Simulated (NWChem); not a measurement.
Everything below was run with NWChem. System: C2H8Si, charge 0, spin multiplicity 1, at a geometry optimised with B3LYP/def2-SVP. The structure started from a generated list of species. Level: EOM-CCSD/def2-SVP, 7 core orbitals frozen.

NWChem printed:

```
             Northwest Computational Chemistry Package (NWChem) 7.3.0
             --------------------------------------------------------

                                NWChem Input Module
                                -------------------

 Scaling coordinates for geometry "geometry" by  1.889725989
 (inverse scale =  0.529177249)

 Turning off AUTOSYM since
 SYMMETRY directive was detected!

                             Geometry "geometry" -> ""
                             -------------------------

 Output coordinates in angstroms (scale by  1.889725989 to convert to a.u.)

  No.       Tag          Charge          X              Y              Z
 ---- ---------------- ---------- -------------- -------------- --------------
    1 Si                  14.0000     0.00000000     0.00000000    -0.54898200
    2 C                    6.0000    -1.56303200     0.00000000     0.51236400
    3 C                    6.0000     1.56303200     0.00000000     0.51236400
    4 H                    1.0000     0.00000000     1.20637200    -1.43482200
    5 H                    1.0000     0.00000000    -1.20637200    -1.43482200
    6 H                    1.0000    -1.60218900    -0.89119800     1.16007300
    7 H                    1.0000    -2.46790000     0.00000000    -0.11663300
    8 H                    1.0000    -1.60218900     0.89119800     1.16007300
    9 H                    1.0000     2.46790000     0.00000000    -0.11663300
   10 H                    1.0000     1.60218900    -0.89119800     1.16007300
   11 H                    1.0000     1.60218900     0.89119800     1.16007300

 Effective nuclear repulsion energy (a.u.)     113.1647135009

            Nuclear Dipole moment (a.u.)
            ----------------------------
        X                 Y               Z
 ---------------- ---------------- ----------------
     0.0000000000     0.0000000000     0.0000037795

      Symmetry information
      --------------------

 Group name             C2v
 Group number             16
 Group order               4
 No. of unique centers     5

      Symmetry unique atoms

     1    2    4    6    7


 Summary of "ao basis" -> "" (spherical)
 ------------------------------------------------------------------------------
       Tag                 Description            Shells   Functions and Types
 ---------------- ------------------------------  ------  ---------------------
 *                          def2-svp                  on all atoms
[...]
 Iteration  21 using   21 trial vectors
   0.0000503129964   0.3496525241922    9.51453     0.8     0.8

 Iteration  22 using   22 trial vectors
   0.0000253183656   0.3496526930589    9.51454     0.8     0.8

 Iteration  23 using   23 trial vectors
   0.0000150120673   0.3496526977634    9.51454     0.9     0.9

 Iteration  24 using   24 trial vectors
   0.0000096940113   0.3496527113249    9.51454     0.8     0.8
 --------------------------------------------------------------
 Iterations converged
 ------------------

 Excited state root  1
 Excitation energy / hartree =        0.349652711324928
                   / eV      =        9.514538425301559
 largest EOMCCSD amplitudes: R1 and R2

 Singles contributions
    18a1  (alpha) ---    17b1  (alpha)        0.9022827807
    21a1  (alpha) ---    17b1  (alpha)       -0.1458829327
    24b1  (alpha) ---    16a1  (alpha)        0.1048670196

 Doubles contributions

 =========================================
 Excited-state calculation ( b2  symmetry)
 =========================================
 Dim. of EOMCC iter. space      500

 EOMCCSD SOLVER TYPE  1
  maxdiff =   0.61849708812497572

 No. of initial right vectors    1

 EOM-CCSD right-hand side iterations
 --------------------------------------------------------------
      Residuum       Omega / hartree  Omega / eV    Cpu    Wall
 --------------------------------------------------------------

 Iteration   1 using    1 trial vectors
   0.4506331975370   0.4845457736107   13.18517     1.1     1.1

 Iteration   2 using    2 trial vectors
   0.1324504424614   0.3875323961464   10.54530     0.8     0.8

 Iteration   3 using    3 trial vectors
   0.0619929664815   0.3789567687964   10.31194     0.8     0.8

 Iteration   4 using    4 trial vectors
   0.0531225939946   0.3746765582732   10.19547     0.8     0.8

 Iteration   5 using    5 trial vectors
   0.0502509217424   0.3697506870524   10.06143     0.8     0.8

 Iteration   6 using    6 trial vectors
   0.0336752765756   0.3667854021636    9.98074     0.8     0.8

 Iteration   7 using    7 trial vectors
   0.0240937250175   0.3660504365380    9.96074     0.8     0.8

 Iteration   8 using    8 trial vectors
   0.0207470294665   0.3656150977374    9.94890     0.8     0.8

 Iteration   9 using    9 trial vectors
   0.0163330273527   0.3651114093877    9.93519     0.8     0.8

 Iteration  10 using   10 trial vectors
   0.0092256048703   0.3649516828058    9.93084     0.8     0.8

 Iteration  11 using   11 trial vectors
   0.0050258587323   0.3648817624615    9.92894     0.8     0.8

 Iteration  12 using   12 trial vectors
   0.0026461766667   0.3648611544437    9.92838     0.8     0.8

 Iteration  13 using   13 trial vectors
   0.0014705678928   0.3648611673650    9.92838     0.8     0.8

 Iteration  14 using   14 trial vectors
   0.0009262883374   0.3648529075412    9.92816     0.8     0.8

 Iteration  15 using   15 trial vectors
   0.0005969191970   0.3648497216989    9.92807     0.8     0.8

 Iteration  16 using   16 trial vectors
   0.0003833460859   0.3648517972607    9.92813     0.8     0.8

 Iteration  17 using   17 trial vectors
   0.0002314664050   0.3648515120872    9.92812     0.9     0.9

 Iteration  18 using   18 trial vectors
   0.0001454148809   0.3648520217093    9.92813     0.8     0.8

 Iteration  19 using   19 trial vectors
   0.0000806120862   0.3648522585062    9.92814     0.8     0.8

 Iteration  20 using   20 trial vectors
   0.0000420005594   0.3648518404868    9.92813     0.8     0.8

 Iteration  21 using   21 trial vectors
   0.0000245250234   0.3648517532070    9.92813     0.8     0.8

 Iteration  22 using   22 trial vectors
   0.0000186612191   0.3648517729969    9.92813     0.8     0.8

 Iteration  23 using   23 trial vectors
   0.0000115526854   0.3648518262865    9.92813     0.8     0.8

 Iteration  24 using   24 trial vectors
   0.0000054389738   0.3648518449546    9.92813     0.8     0.8
 --------------------------------------------------------------
 Iterations converged
 ------------------

 Excited state root  1
 Excitation energy / hartree =        0.364851844954563
                   / eV      =        9.928128070874408
 largest EOMCCSD amplitudes: R1 and R2

 Singles contributions
    18a1  (alpha) ---    15b2  (alpha)        0.7421365017
    21a1  (alpha) ---    15b2  (alpha)       -0.3802968834
    20b2  (alpha) ---    16a1  (alpha)        0.3541939727

 Doubles contributions

 Task  times  cpu:      106.1s     wall:      106.1s

 Total times  cpu:      106.1s     wall:      106.1s
```

Question: Write an NWChem input that would produce this output.

Answer: Several could match; the one computed here: 
```
start mol
memory heap 100 mb stack 700 mb global 1900 mb
geometry units angstroms nocenter noautoz
  Si     0.000000     0.000000    -0.548982
  C     -1.563032     0.000000     0.512364
  C      1.563032     0.000000     0.512364
  H      0.000000     1.206372    -1.434822
  H      0.000000    -1.206372    -1.434822
  H     -1.602189    -0.891198     1.160073
  H     -2.467900     0.000000    -0.116633
  H     -1.602189     0.891198     1.160073
  H      2.467900     0.000000    -0.116633
  H      1.602189    -0.891198     1.160073
  H      1.602189     0.891198     1.160073
  symmetry group C2v
end
basis spherical
  * library def2-svp
end
scf
  rhf
  nopen 0
  maxiter 100
  thresh 1e-7
  semidirect memsize 60000000 filesize 0
end
tce
  freeze core 7
  ccsd
  nroots 1
  2eorb
  2emet 13
  thresh 1e-5
  maxiter 200
  tilesize 24
end
task tce energy
```
